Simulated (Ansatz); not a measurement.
**Which method gave which barrier?**

Saddle point of GeSiH₆Cl, doublet (SiH₃Cl ([SiH3][Cl]) + GeH₃ → SiH₂Cl ([SiH2][Cl]) + GeH₄; bonds formed: H1–Ge4; bonds broken: H1–Si2), PBE0-D4/def2-TZVP structure:

```
9
angstrom
H 0.1096 -0.0368 0.3258
Si -1.4648 -0.9980 0.2227
Cl -1.9111 -0.6366 -1.7547
Ge 1.4957 0.9437 0.0051
H -2.5816 -0.4726 1.0526
H -1.3188 -2.4674 0.4036
H 2.3191 0.2798 -1.1099
H 2.3321 1.0511 1.2917
H 1.0198 2.3368 -0.4369
```

Computed with Ansatz 0.2.0 (basis: def2-TZVPP, with def2-QZVPP for the basis limit); correlated methods freeze the cores; orbitals are unrestricted. Filled d shells of the heavier atoms are correlated. The def2 sets are not built for correlating such inner shells, so the correlated values are less sure here. Extrapolation: Hartree–Fock as exp(−7.88 √X), correlation as X^−2.97. Four methods, as single points on the PBE0-D4 structures, gave these electronic barriers from the start structure: 20.0, 33.7, 54.2, 98.9 kJ/mol.

Question: The methods were, in alphabetical order, BHLYP-D4, HF, PBE-D4, PBE0-D4. Which gave which? (A judgement: the text doesn't fix the answer.)

Answer: The calculation gives: PBE-D4 20.0; PBE0-D4 33.7; BHLYP-D4 54.2; HF 98.9 kJ/mol. For comparison, CCSD(T) at an estimated basis limit (MP2 extrapolated from triple and quadruple zeta, plus CCSD(T) − MP2 in triple zeta) gives 53.7 kJ/mol.

T1 diagnostic: at most 0.013. ⟨S²⟩ of the unrestricted Hartree–Fock references: 0.75 to 0.78 (a pure state has 0.75). The start structure is not quite a true minimum (one mode of 45i cm⁻¹). The end structure is not quite a true minimum (one mode of 45i cm⁻¹).

Radical steps of this kind take place in plasma deposition and etching.

Labels in which every atom is bracketed show which atoms are joined, not bond orders.

For scale, one of the runs: CCSD(T)/def2-TZVPP, 216 basis functions, launched by `ansatz run in.yaml --threads 8 --pin off --events-out ev --progress --plain --max-ram 19148MiB`. Time: 3.1 min of wall clock on 8 CPU threads of an Intel Xeon; the host was shared. Peak host memory: 7.9 GiB.
